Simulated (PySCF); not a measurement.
## Ionisation energy of Te²⁺ by level of theory

Te²⁺ [Kr] 4d10 5s2 5p2 (3P) → Te³⁺ [Kr] 4d10 5s2 5p1 (2P), as a difference of total energies. All numbers are calculated (PySCF 2.14, a scalar-relativistic core potential, in aug-cc-pwCVTZ-PP with ECP28MDF (8s7p6d4f1g, 96 functions)). Correlated levels: valence: 4s2 4p6 4d10 frozen; valence and next inner shell: nothing frozen outside the core potential. The calculations carry no spin-orbit coupling.

```tsv
method	ionisation energy (eV)
UHF	26.969
LDA	27.709
PBE	27.492
PBE0	27.560
r2SCAN	27.709
wB97X-V	27.365
B3LYP	27.561
BLYP	27.348
M06-2X	27.475
MP2 (valence)	27.317
SCS-MP2 (valence)	27.253
MP2 (valence and next inner shell)	27.585
SCS-MP2 (valence and next inner shell)	27.449
```

Problem. How much does correlation contribute at MP2 (valence and next inner shell)?

Solution. 27.585 − (26.969) = 0.616 eV, measured against UHF.

The reference lies between the lowest fine-structure levels, while these numbers refer to the centres of the terms.

Errors of the correlated levels include the incompleteness of this basis and the frozen core.

For comparison: 27.84 ± 0.04 eV (measured; NIST Atomic Spectra Database, ionization energies).
